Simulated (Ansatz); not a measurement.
Program: Ansatz. Geometries: PBE0-D4/def2-TZVP. ΔE: electronic, gas phase. CCSD(T)/CBS adds triple-zeta CCSD(T) − MP2 to the extrapolated MP2 energy (def2 sets, frozen cores). This one scheme is used for every species. Functionals use def2-TZVPP. B3LYP here is the variant with VWN-RPA as its local correlation; programs differ in this. Each species was taken in one conformer, which may not be the lowest.

Reaction (hydrogenolysis of a C–B bond): `BCC(O)=S` + H₂ → `CC(O)=S` + BH₃

```csv
level,ΔE (kJ/mol),difference from CCSD(T)/CBS
B3LYP-D4,-34.7,-0.9
ωB97X-V,-36.7,-2.9
B2PLYP,-40.2,-6.4
PBE,-26.8,7.0
r2SCAN,-28.2,5.6
B3LYP,-42.4,-8.6
MP2/def2-TZVPP,-32.8,1.0
CCSD/def2-TZVPP,-42.0,-8.2
MP2/def2-QZVPP,-31.1,2.7
HF/CBS(def2),-67.1,-33.3
CCSD(T)/CBS,-33.8,0
```

Largest T1 diagnostic among the species: 0.017.

From PBE to PBE0 (25 % exact exchange), in def2-TZVPP and without D4, ΔE moves by −7.1 kJ/mol. The D4 term adds +7.7 kJ/mol with B3LYP and +4.3 kJ/mol with PBE0; it sums over pairs of atoms, weighted by their polarisabilities, and B3LYP, whose exchange is more repulsive, gets the larger term.
